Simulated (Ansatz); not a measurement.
Input file for Ansatz (a first-principles code): R-B3LYP/def2-TZVPPD on ClH5Si (a complex), monomers drawn apart or pushed together. Files ending in .json are basis or fitting sets from the Basis Set Exchange.

Ansatz 0.2 input:
```yaml
crystal:
  periodic: [false, false, false]
  atoms:
    - {symbol: Cl, position_ang: [-0.06853986, -0.33803311, -0.32481316]}
    - {symbol: H, position_ang: [-0.67544480, -1.32229006, 0.22906320]}
    - {symbol: Si, position_ang: [0.03522017, 0.23516418, 3.96968788]}
    - {symbol: H, position_ang: [0.85111641, 1.34468970, 3.43282154]}
    - {symbol: H, position_ang: [-1.34578609, 0.32622669, 3.44470529]}
    - {symbol: H, position_ang: [0.00001366, 0.31278255, 5.44845734]}
    - {symbol: H, position_ang: [0.62484116, -1.06174725, 3.56633263]}
basis:
  gaussian:
    orbitals: def2-TZVPPD.json
hamiltonian:
  xc: {name: B3LYP}
scf: {lower_state_search: off}
```

The log:

```
Functional definition: B3LYP
[...]
these checks for a lower state are left out or cut short: stability, starts, cluster_reference, orbital_swaps, neighbouring_geometries, increment
integrals: 0.08 GiB planned
944 factors; their error is unknown
mean field: 0.73 GiB planned
mean field evaluation 1: about -20482.7787 eV, gradient 1.5e1 eV
mean field evaluation 2: about -20483.1715 eV, gradient 1.2e1 eV
mean field evaluation 4: about -20483.4697 eV, gradient 5.4e-1 eV
mean field evaluation 8: about -20483.5051 eV, gradient 7.7e-3 eV
mean field -20483.50513550 eV, -752.7549295111 hartree, gradient 2.5e-6 eV, S^2 0.000000; 0 other end points of the search recorded, 0 dependent functions left out
reference -20483.50543654 eV, -752.7549405741 hartree; 18, 18 occupied and 166, 166 virtual orbitals, 944 factors
Total energy: -20483.50543654 eV, -752.7549405741 hartree
Checks for a lower state left out: stability, starts, cluster_reference, orbital_swaps, neighbouring_geometries, increment
```

The calculation finished and met its thresholds.

Cost: roughly 1.6 core-seconds.
